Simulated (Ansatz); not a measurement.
`N[SiH](O)[GaH2]` and `CS[SiH](N)O` differ in one atom or group.

Ansatz, PBE0-D4/def2-TZVP geometries, multiplicity 1. Each molecule was computed in one conformer, which needn't be the lowest.

Scalar relativity is left out up to krypton.

```json
{"property": "LUMO energy (PBE/def2-TZVPP) / eV", "`N[SiH](O)[GaH2]`": "-2.57"}
{"property": "HOMO–LUMO gap (ωB97M-V/def2-TZVPP) / eV", "`N[SiH](O)[GaH2]`": "9.15"}
{"property": "HOMO energy (ωB97M-V/def2-TZVPP) / eV", "`N[SiH](O)[GaH2]`": "-9.19"}
{"property": "HOMO–LUMO gap (PBE0/def2-TZVPP) / eV", "`N[SiH](O)[GaH2]`": "5.35"}
{"property": "size of the dipole moment (PBE/def2-TZVPP) / D", "`N[SiH](O)[GaH2]`": "2.52"}
{"property": "HOMO energy (B3LYP/def2-TZVPP) / eV", "`N[SiH](O)[GaH2]`": "-6.92"}
```

Give the same properties after the change, and the shifts. (An estimate is asked.)

The calculation gave: 
| property | `CS[SiH](N)O` | shift |
| --- | --- | --- |
| LUMO energy (PBE/def2-TZVPP) / eV | -0.41 | 2.16 |
| HOMO–LUMO gap (ωB97M-V/def2-TZVPP) / eV | 11.08 | 1.93 |
| HOMO energy (ωB97M-V/def2-TZVPP) / eV | -8.93 | 0.26 |
| HOMO–LUMO gap (PBE0/def2-TZVPP) / eV | 7.21 | 1.86 |
| size of the dipole moment (PBE/def2-TZVPP) / D | 1.52 | -1.00 |
| HOMO energy (B3LYP/def2-TZVPP) / eV | -6.49 | 0.43 |

With PBE0 the HOMO rises by 0.38 eV and the LUMO rises by 2.25 eV, so the gap widens by about 1.87 eV. PBE moves the HOMO by 0.45 eV and ωB97M-V by 0.26 eV. Dipoles are sizes alone; their direction can turn.

Positive LUMOs are unbound, so they and the gaps depend on the basis.

B3LYP here is the variant with VWN-RPA as its local correlation; programs differ in this.
